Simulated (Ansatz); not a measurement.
`FBB(F)F` + NH₃ → `NB(F)F` + `BF` at 700 K and 1 bar (cleavage of the B–B bond).

Calculated with Ansatz (gas phase, PBE0-D4/def2-TZVP geometries, no zero-point term in ΔE). CCSD(T)/CBS is the MP2 limit (def2-TZVPP, def2-QZVPP) plus CCSD(T) − MP2 in def2-TZVPP, frozen cores. This one scheme is used for every species. One conformer a species, not always the lowest.

| species | CCSD(T)/CBS energy (Eh) | H − E (kJ/mol) | S (J/(mol·K)) |
| --- | --- | --- | --- |
| `FBB(F)F` | -349.71808 | 119.0 | 395.4 |
| NH₃ | -56.50880 | 116.9 | 226.5 |
| `NB(F)F` | -280.46129 | 143.7 | 340.7 |
| `BF` | -125.82039 | 88.4 | 262.0 |

H − E and S are ideal-gas, rigid-rotor, harmonic terms from PBE0-D4/def2-TZVP, for one conformer and one mirror image of each species. 1 Eh = 2625.50 kJ/mol, R = 8.31446 J/(mol·K).

Question: By hand: ΔE, ΔH, ΔS and ΔG.

Answer: ΔE = (-280.46129) + (-125.82039) − (-349.71808) − (-56.50880) = -0.05480 Eh = -143.9 kJ/mol. Δ(H − E) = 143.7 + 88.4 − 119.0 − 116.9 = -3.8, so ΔH = -147.7 kJ/mol. ΔS = 340.7 + 262.0 − 395.4 − 226.5 = -19.2 J/(mol·K). ΔG = -147.7 − 700 × (-19.2)/1000 = -134.3 kJ/mol.

Question: By hand: the equilibrium constant, and the temperature at which ΔG would vanish if ΔH and ΔS stayed fixed.

Answer: log₁₀ K = −ΔG/(RT ln 10) = 10.0. ΔG = 0 at ΔH/ΔS = 7693 K, far beyond where these terms or the molecules hold.

ΔH outweighs TΔS. A doubt of 5 kJ/mol in ΔE shifts log₁₀ K by 0.4 here. Other conformers and mirror images would add mixing entropy, several J/(mol·K) or more a flexible species. Modes under 60 cm⁻¹, often nearly free rotors, make the harmonic entropy too high. These are equilibria of isolated gas molecules and say nothing of rates. Largest T1 diagnostic: 0.014 (customary marks: 0.02 for closed shells, 0.045 for open ones).
